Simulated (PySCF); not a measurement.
CH₁₀N₂Si₃.

```xyz
16

N      0.3834     1.5860     1.5582
Si     0.1702     0.3335     0.3929
Si     2.3186    -0.5459     0.0026
N     -1.0679    -0.8192     0.8223
C     -1.9758    -1.0508    -0.2996
Si    -1.3094     0.3555    -1.4376
H      1.2861     2.0098     1.7330
H     -0.3828     2.1886     1.8373
H      2.2401    -1.5859    -1.0713
H      2.8913    -1.1904     1.2294
H      3.2836     0.5107    -0.4471
H     -1.1227    -1.4348     1.6281
H     -3.0410    -0.9349    -0.0256
H     -1.8626    -2.0459    -0.7706
H     -2.2661     1.4988    -1.5837
H     -0.8910    -0.0837    -2.8060
```

The structure is a stationary point at PBE0-D3(BJ)/def2-SVP. The structure was generated by enumeration; whether it is a known compound was not checked. Other conformers were not sampled.

Calculation: PBE/pcSseg-1 run with PySCF. Non-relativistic, no solvent.

### Question
Give the absolute GIAO shielding of each atom: isotropic value and principal components (ppm). (An estimate is asked for; the answer gives what the named calculation found.)

### Answer

```json
[
 {"atom": "N1", "σ(iso)": "213.6", "σ11": "177.9", "σ22": "221.2", "σ33": "241.8", "span": "63.9"},
 {"atom": "Si2", "σ(iso)": "341.2", "σ11": "312.9", "σ22": "326.5", "σ33": "384.2", "span": "71.3"},
 {"atom": "Si3", "σ(iso)": "455.9", "σ11": "441.5", "σ22": "460.9", "σ33": "465.1", "span": "23.6"},
 {"atom": "N4", "σ(iso)": "191.7", "σ11": "135.2", "σ22": "189.0", "σ33": "251.0", "span": "115.8"},
 {"atom": "C5", "σ(iso)": "147.9", "σ11": "121.8", "σ22": "136.6", "σ33": "185.4", "span": "63.7"},
 {"atom": "Si6", "σ(iso)": "373.4", "σ11": "304.0", "σ22": "361.7", "σ33": "454.5", "span": "150.4"},
 {"atom": "H7", "σ(iso)": "30.0", "σ11": "23.3", "σ22": "27.4", "σ33": "39.4", "span": "16.0"},
 {"atom": "H8", "σ(iso)": "30.0", "σ11": "23.3", "σ22": "26.5", "σ33": "40.0", "span": "16.7"},
 {"atom": "H9", "σ(iso)": "27.9", "σ11": "24.9", "σ22": "26.5", "σ33": "32.4", "span": "7.5"},
 {"atom": "H10", "σ(iso)": "27.7", "σ11": "24.8", "σ22": "25.6", "σ33": "32.6", "span": "7.9"},
 {"atom": "H11", "σ(iso)": "27.8", "σ11": "24.7", "σ22": "26.0", "σ33": "32.8", "span": "8.1"},
 {"atom": "H12", "σ(iso)": "30.1", "σ11": "21.2", "σ22": "28.5", "σ33": "40.7", "span": "19.4"},
 {"atom": "H13", "σ(iso)": "28.1", "σ11": "23.5", "σ22": "25.5", "σ33": "35.3", "span": "11.8"},
 {"atom": "H14", "σ(iso)": "28.0", "σ11": "24.3", "σ22": "25.9", "σ33": "33.9", "span": "9.6"},
 {"atom": "H15", "σ(iso)": "26.7", "σ11": "24.2", "σ22": "24.7", "σ33": "31.1", "span": "6.9"},
 {"atom": "H16", "σ(iso)": "26.7", "σ11": "24.4", "σ22": "24.4", "σ33": "31.1", "span": "6.8"}
]
```
